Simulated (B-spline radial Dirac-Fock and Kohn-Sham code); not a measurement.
# Binding energies of Sr⁷⁺ at several levels of theory

System: Sr⁷⁺ in the configuration 1s2 2s2 2p6 3s2 3p6 3d10 4s2 4p1.

The density-functional columns are spherical, spin-unpolarised Dirac-Kohn-Sham results without Breit or QED terms: −ε is minus the orbital energy of the initial state and ΔSCF the difference of two total energies. The reference in the last column comes from Dirac-Fock ΔSCF + Breit + QED. All numbers are from a radial finite-basis atomic code, in eV; a selection of levels is shown. The Kohn-Sham columns are given as differences from the reference. For the 1s level of heavy atoms much of the gap between ΔSCF and the reference is the Breit and QED part, -39.2 eV here; for other levels the error of the functional can be larger.

```csv
level,PBE −ε − DF,PBE ΔSCF − DF,LDA −ε − DF,LDA ΔSCF − DF,Dirac-Fock
K (1s),-188.1,+59.9,-212.5,+34.9,16230.4
L1 (2s),-79.2,-33.4,-81.9,-36.0,2345.0
L2 (2p1/2),-59.0,-3.7,-59.8,-4.4,2131.3
L3 (2p3/2),-60.2,-6.6,-60.9,-7.2,2063.9
M1 (3s),-40.1,-20.7,-41.0,-21.7,480.2
M2 (3p1/2),-31.6,-12.2,-31.9,-12.5,401.3
M3 (3p3/2),-31.5,-12.4,-31.8,-12.7,390.6
M4 (3d3/2),-18.1,+1.3,-17.8,+1.6,253.5
M5 (3d5/2),-18.2,+1.1,-17.9,+1.5,251.7
N1 (4s),-6.2,+2.8,-5.7,+3.4,139.4
"N2,3 (4p)",-7.8,+0.5,-7.3,+1.1,119.6
```

Values without a named source are computed, but for edge energies of neutral atoms, which are taken from tables.
